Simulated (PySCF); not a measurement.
Structure from NMR data

An unknown has the formula C₇H₅NO. Its calculated NMR data are:

¹H NMR (400 MHz, computed): δ 8.42 (s, 1H), 8.25 (d, 1H), 7.32 (m, 1H), 7.14 (d, 1H), 2.98 (s, 1H).

¹³C{¹H} NMR (computed): δ 148.1 (CH), 144.8 (CH), 132.3 (CH), 129.9 (CH), 127.7 (C), 92.4 (CH), 84.5 (C).

PySCF 2.14.0 with density-fitted response routines calculation with structure optimised with GFN2-xTB and σ from GIAO-PBE0/pcSseg-1; one conformer, relativity neglected, gas phase.

Referencing at the same level of theory: ¹H, ¹³C against TMS.

Which of these isomers gave the spectra?
A. C#CC#CC(=O)NC=C
B. c1ccc2oncc2c1
C. c1cc2ccoc2cn1
D. C#Cc1ccc[n+]([O-])c1
E. c1ccc2ocnc2c1

## Answers

D. 

1. The formula gives 6 degrees of unsaturation (1 ring in the answer).
2. 7 carbon signals for 7 carbons: no two carbons are equivalent.
3. Carbon types of the structure: 2 × C, 5 × CH, which accounts for all hydrogens.
4. δC 148.1, 144.8: aromatic CH next to a ring nitrogen; the adjacent ring nitrogen, though it donates into the ring, and the other ring atoms leave it deshielded.
5. δC 132.3, 129.9: aromatic CH; the aromatic region.
6. δC 127.7: substituted aromatic carbon.
7. δC 92.4: terminal alkyne carbon; the triple bond shields along its axis, which puts it between sp3 and sp2 carbons.
8. δC 84.5: alkyne carbon; the triple bond shields along its axis, which puts it between sp3 and sp2 carbons.

The others: c1ccc2ocnc2c1 has carbons computed at 157.3, 156.6, 147.6, 129.7, 129.4, 126.9, 115.8; c1cc2ccoc2cn1 has carbons computed at 157.9, 152.9, 148.0, 140.3, 138.7, 120.1, 112.7; C#CC#CC(=O)NC=C would give 4 signals for carbon-bound and other non-exchanging H, not 5; c1ccc2oncc2c1 has carbons computed at 170.6, 149.6, 133.4, 129.2, 128.3, 126.9, 115.0.

Shifts are as computed. Against solution values, carbons near 30 ppm lie about +3 ppm off and those near 130 ppm about +5 ppm. Of 1313 compounds with measured shifts, 239 miss one by over three times the rms of a fit or turn the order of signals round; such compounds aren't used in these exercises. No couplings were computed; multiplicities are counted from neighbouring protons, with m where these are inequivalent, close in shift, in a saturated or five-membered ring or joined by F or P, and br s for small geminal =CH2 splittings.
